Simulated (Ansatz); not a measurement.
Cost and result up the ladder for `CCCCCCCCCC[S][Cu]` (33 atoms). Total charge 0; singlet. Geometry: r2SCAN-D4/def2-SVP.

```xyz
33

C     4.873    2.921    0.630
C     3.685    2.348   -0.135
C     2.633    1.712    0.770
C     1.442    1.133    0.012
C     0.397    0.480    0.913
C    -0.794   -0.094    0.150
C    -1.815   -0.785    1.053
C    -3.076   -1.267    0.333
C    -2.820   -2.324   -0.740
C    -4.092   -2.843   -1.400
S    -3.816   -4.181   -2.628
Cu   -2.116   -3.372   -3.576
H     5.616    3.372   -0.047
H     4.551    3.702    1.339
H     5.385    2.139    1.214
H     3.210    3.145   -0.737
H     4.039    1.595   -0.863
H     3.106    0.913    1.374
H     2.274    2.463    1.499
H     0.963    1.934   -0.583
H     1.805    0.390   -0.724
H     0.037    1.219    1.654
H     0.875   -0.325    1.503
H    -0.421   -0.804   -0.610
H    -1.294    0.718   -0.414
H    -2.107   -0.087    1.859
H    -1.332   -1.643    1.557
H    -3.593   -0.401   -0.122
H    -3.779   -1.682    1.078
H    -2.171   -1.908   -1.541
H    -2.261   -3.177   -0.315
H    -4.758   -3.279   -0.634
H    -4.647   -2.011   -1.869
```

Ansatz on 4 threads of Arm Neoverse N1 on a shared host. Times are rough, and most runs start from the orbitals of an earlier one. PBE0-D4/def2-TZVP serves as the yardstick here, not as an exact answer. Differences are given only for rows in sets of like size (and for xTB, whose basis is part of the method), since another set adds its own error. Binding counts from free atoms at the same level (C triplet, S triplet, Cu doublet, H doublet; other spins of the atoms weren't run), without zero-point energy or a counterpoise term.

The 6-31G sets use Cartesian d functions. B3LYP takes the VWN-RPA correlation. Correlated methods freeze 24 core orbitals. The rows differ in basis, and correlated rows in double-zeta sets carry the largest basis error.

Correlated methods converge slowly with the basis, most of all in double-zeta sets.

```csv
level,functions,wall time,binding energy per atom (eV),difference from PBE0-D4/def2-TZVP (eV)
HF/6-31G,174,7.5 s,2.96,–
PBE-D4/def2-SVP,294,12 s,4.19,–
B3LYP-D4/6-31G,174,12 s,4.02,–
MP2/def2-SVP,294,28 s,3.94,–
BLYP-D4/def2-TZVP (with forces),518,31 s,4.03,-0.06
PBE-D4/def2-TZVP (with forces),518,33 s,4.14,0.05
PBE0-D4/def2-SVP,294,40 s,4.14,–
r2SCAN-D4/def2-TZVP,518,46 s,4.07,-0.02
PBE0-D4/def2-TZVP,518,73 s,4.09,0.00
BHLYP-D4/def2-TZVP,518,73 s,3.97,-0.13
```
